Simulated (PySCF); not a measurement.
A structure optimised at B3LYP-D3(BJ)/def2-SVP, used in a PySCF frequency run:

```xyz
7

Sn    -0.3333     0.3447     0.0000
N      1.2505     1.6299     0.0000
Cl     0.3896    -1.9337     0.0000
H     -1.2019     0.5781    -1.4553
H     -1.2019     0.5781     1.4553
H      1.8469     1.5358    -0.8229
H      1.8469     1.5358     0.8229
```

Question: Write its SMILES, formula and point group.

Answer: [NH2][SnH2][Cl], ClH4NSn, Cs

Question: What are its rotational constants (standard atomic weights)?

Answer: 9.1529, 2.5872, 2.1120 GHz
